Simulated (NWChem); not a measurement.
Molecule: CH$_{5}$FGe; SMILES [CH3][GeH2][F]

Computed with NWChem. Pople sets run with spherical d functions. Geometry: optimised at PBE-D3(BJ)/def2-SVP. Vertical excitations in the gas phase; the lowest state need not have the same character in each row.

**Question.** Among these, which level gives the lowest value of “lowest excitation, singlet (eV)”?
(A) B3LYP/6-31G*, TDA
(B) BHandHLYP/6-31G*, TDA
(C) PBE0/6-31G*, TDA
(D) PBE/6-31G*, TDA

**Answer.** D, PBE/6-31G*, TDA. Values: PBE/6-31G*, TDA 7.08; B3LYP/6-31G*, TDA 7.56; PBE0/6-31G*, TDA 7.75; BHandHLYP/6-31G*, TDA 8.26
